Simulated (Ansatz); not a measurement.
Born–Oppenheimer molecular dynamics of AlFH4O2Se (9 atoms, charge 0, multiplicity 1). It starts at the highest image of a converged band, a first-order saddle point between two minima.

Method: RKS PBE0/def2-SVP in Ansatz.

```
ensemble                      : NVE (velocity Verlet)
time step                     : 0.5 fs
steps asked                   : 90
starting velocities drawn for : 300 K
seed                          : 9226
```

Frames 2.5 fs apart, positions in Å, forces in eV/Å.

Velocities at 10.0 fs (Å/ps):

```
Al 1.69 -3.01 0.20
F -2.49 -2.77 -1.57
O -3.13 1.19 1.01
O 0.30 0.13 -5.58
H 5.10 -1.01 21.03
Se 0.81 1.12 0.81
H -7.17 10.60 8.20
H -1.85 0.82 6.76
H -12.91 13.86 -2.81
```

```xyz
9
Properties=species:S:1:pos:R:3:forces:R:3 time_fs=10.0 energy_less_start_eV=0.134 T=152
Al -0.227 0.062 -0.334 -0.08 -2.43 0.55
F 1.256 -1.061 -0.472 -0.90 0.83 0.28
O -0.415 1.062 -1.630 -0.41 0.83 -0.81
O -1.569 -0.873 0.177 1.49 0.45 0.61
H 1.512 -0.401 0.709 0.25 -0.17 0.07
Se 1.083 0.843 1.645 -0.43 -0.19 0.52
H 0.264 1.539 -2.080 0.43 0.42 -0.45
H -2.442 -1.030 -0.130 -0.78 0.00 -0.43
H 0.146 0.033 2.494 0.44 0.26 -0.33
9
Properties=species:S:1:pos:R:3:forces:R:3 time_fs=12.5 energy_less_start_eV=0.087 T=204
Al -0.223 0.052 -0.333 0.16 -2.18 0.07
F 1.248 -1.066 -0.475 -0.92 0.84 0.29
O -0.424 1.067 -1.629 0.15 1.07 -0.93
O -1.566 -0.871 0.164 0.28 0.12 0.37
H 1.531 -0.408 0.763 0.13 -0.05 0.10
Se 1.085 0.845 1.648 -0.19 -0.05 0.33
H 0.256 1.576 -2.071 -0.12 -0.01 -0.04
H -2.465 -1.027 -0.124 0.26 0.21 -0.07
H 0.126 0.074 2.478 0.25 0.06 -0.12
9
Properties=species:S:1:pos:R:3:forces:R:3 time_fs=15.0 energy_less_start_eV=0.049 T=247
Al -0.218 0.037 -0.332 0.42 -1.65 -0.60
F 1.238 -1.069 -0.478 -0.89 0.78 0.26
O -0.432 1.075 -1.631 0.48 1.00 -0.69
O -1.561 -0.870 0.153 -0.49 -0.14 0.35
H 1.558 -0.417 0.824 0.00 0.12 0.16
Se 1.087 0.848 1.650 0.29 0.20 -0.05
H 0.244 1.613 -2.066 -0.41 -0.31 0.20
H -2.476 -1.013 -0.123 0.76 0.28 0.09
H 0.120 0.117 2.456 -0.16 -0.29 0.27
9
Properties=species:S:1:pos:R:3:forces:R:3 time_fs=17.5 energy_less_start_eV=-0.001 T=301
Al -0.212 0.018 -0.332 0.61 -0.99 -1.30
F 1.224 -1.070 -0.479 -0.82 0.67 0.18
O -0.438 1.087 -1.636 -0.19 -0.01 0.32
O -1.558 -0.869 0.143 0.65 -0.09 0.84
H 1.585 -0.420 0.894 -0.07 0.21 0.21
Se 1.089 0.851 1.653 0.43 0.27 -0.11
H 0.212 1.637 -2.053 0.33 0.26 -0.24
H -2.453 -0.983 -0.120 -0.67 0.06 -0.30
H 0.106 0.145 2.449 -0.27 -0.38 0.38
9
Properties=species:S:1:pos:R:3:forces:R:3 time_fs=20.0 energy_less_start_eV=-0.063 T=370
Al -0.205 -0.002 -0.335 0.75 -0.30 -1.88
F 1.208 -1.068 -0.481 -0.67 0.49 0.06
O -0.445 1.099 -1.639 -0.02 -0.25 0.65
O -1.553 -0.868 0.136 -0.15 -0.34 0.81
H 1.609 -0.411 0.977 -0.01 0.11 0.20
Se 1.091 0.854 1.655 -0.01 0.17 0.34
H 0.195 1.672 -2.050 0.20 0.10 -0.10
H -2.459 -0.948 -0.133 -0.21 0.12 -0.15
H 0.078 0.152 2.462 0.12 -0.10 0.07
9
Properties=species:S:1:pos:R:3:forces:R:3 time_fs=22.5 energy_less_start_eV=-0.089 T=399
Al -0.197 -0.024 -0.342 0.67 0.36 -2.24
F 1.190 -1.065 -0.482 -0.37 0.22 -0.07
O -0.452 1.111 -1.641 0.57 0.04 0.54
O -1.549 -0.869 0.132 -1.48 -0.54 0.56
H 1.633 -0.396 1.071 0.17 -0.22 0.10
Se 1.093 0.857 1.658 -0.54 0.27 0.82
H 0.188 1.711 -2.052 -0.36 -0.48 0.32
H -2.474 -0.906 -0.153 0.86 0.18 0.18
H 0.057 0.153 2.480 0.47 0.17 -0.21
9
Properties=species:S:1:pos:R:3:forces:R:3 time_fs=25.0 energy_less_start_eV=-0.142 T=457
Al -0.187 -0.045 -0.355 0.19 0.94 -2.30
F 1.171 -1.061 -0.483 0.13 -0.17 -0.19
O -0.457 1.122 -1.640 0.11 -0.65 1.06
O -1.549 -0.871 0.131 -0.38 -0.47 0.86
H 1.667 -0.394 1.172 0.30 -0.39 0.04
Se 1.095 0.861 1.661 -0.62 0.46 0.84
H 0.165 1.727 -2.039 0.15 -0.02 0.00
H -2.450 -0.854 -0.166 -0.27 0.12 -0.14
H 0.063 0.163 2.488 0.40 0.18 -0.16
9
Properties=species:S:1:pos:R:3:forces:R:3 time_fs=27.5 energy_less_start_eV=-0.186 T=506
Al -0.177 -0.063 -0.372 -0.56 1.44 -2.09
F 1.152 -1.058 -0.485 0.80 -0.67 -0.30
O -0.462 1.131 -1.635 -0.15 -1.04 1.29
O -1.551 -0.875 0.132 -0.02 -0.40 0.84
H 1.718 -0.413 1.275 0.16 -0.04 0.12
Se 1.096 0.864 1.665 -0.09 0.34 0.36
H 0.150 1.741 -2.025 0.44 0.26 -0.19
H -2.437 -0.793 -0.186 -0.53 0.15 -0.22
H 0.090 0.182 2.487 -0.04 -0.04 0.18
9
Properties=species:S:1:pos:R:3:forces:R:3 time_fs=30.0 energy_less_start_eV=-0.197 T=518
Al -0.168 -0.079 -0.394 -1.38 1.77 -1.66
F 1.136 -1.057 -0.487 1.50 -1.17 -0.39
O -0.467 1.136 -1.626 0.51 -0.30 0.73
O -1.554 -0.881 0.137 -1.17 -0.07 0.20
H 1.777 -0.433 1.386 -0.09 0.47 0.16
Se 1.098 0.868 1.669 0.47 -0.01 -0.04
H 0.155 1.764 -2.018 -0.24 -0.44 0.25
H -2.447 -0.726 -0.215 0.80 -0.05 0.30
H 0.116 0.200 2.496 -0.41 -0.20 0.45
9
Properties=species:S:1:pos:R:3:forces:R:3 time_fs=32.5 energy_less_start_eV=-0.227 T=551
Al -0.162 -0.090 -0.420 -2.07 1.75 -1.05
F 1.124 -1.059 -0.491 2.03 -1.52 -0.44
O -0.470 1.140 -1.614 0.35 -0.30 0.62
O -1.560 -0.887 0.142 -0.37 0.13 0.15
H 1.832 -0.427 1.506 -0.20 0.61 0.07
Se 1.099 0.872 1.673 0.34 -0.35 0.15
H 0.150 1.766 -2.000 -0.11 -0.27 0.12
H -2.420 -0.661 -0.230 0.25 -0.05 0.15
H 0.120 0.208 2.530 -0.22 -0.01 0.23
9
Properties=species:S:1:pos:R:3:forces:R:3 time_fs=35.0 energy_less_start_eV=-0.245 T=571
Al -0.160 -0.098 -0.448 -2.32 1.30 -0.33
F 1.119 -1.067 -0.497 2.17 -1.58 -0.45
O -0.472 1.143 -1.599 -0.27 -0.64 0.69
O -1.568 -0.893 0.148 0.82 0.12 0.28
H 1.876 -0.386 1.629 -0.06 0.29 -0.07
Se 1.101 0.876 1.677 -0.26 -0.34 0.58
H 0.141 1.755 -1.977 0.47 0.37 -0.30
H -2.381 -0.597 -0.238 -0.74 0.18 -0.21
H 0.112 0.216 2.576 0.19 0.30 -0.19
9
Properties=species:S:1:pos:R:3:forces:R:3 time_fs=37.5 energy_less_start_eV=-0.259 T=586
Al -0.164 -0.103 -0.476 -1.99 0.41 0.44
F 1.121 -1.079 -0.503 1.88 -1.32 -0.45
O -0.474 1.144 -1.582 0.19 0.38 -0.11
O -1.574 -0.898 0.155 -0.03 0.74 -0.44
H 1.917 -0.330 1.749 0.18 -0.16 -0.15
Se 1.103 0.879 1.682 -0.66 0.02 0.70
H 0.153 1.760 -1.966 -0.11 -0.16 0.02
H -2.373 -0.526 -0.252 0.23 -0.30 0.33
H 0.114 0.242 2.612 0.30 0.39 -0.36
```

Of the whole run (45 fs, mean temperature of the second half 529 K): The conserved energy stayed within 0.079 meV per atom of its start (net change 0.031 meV per atom), so the integration is sound. The system heated up, since it started high on the potential surface and ran downhill. A run of 0.045 ps of so small a system gives no equilibrium averages. The orbitals stay closed-shell, which can raise the energy where a bond breaks towards radicals; this wasn't checked here.

Time of the run: 4.1 min on 2 threads of Arm Neoverse V2, on a shared host, peak memory 0.26 GiB.
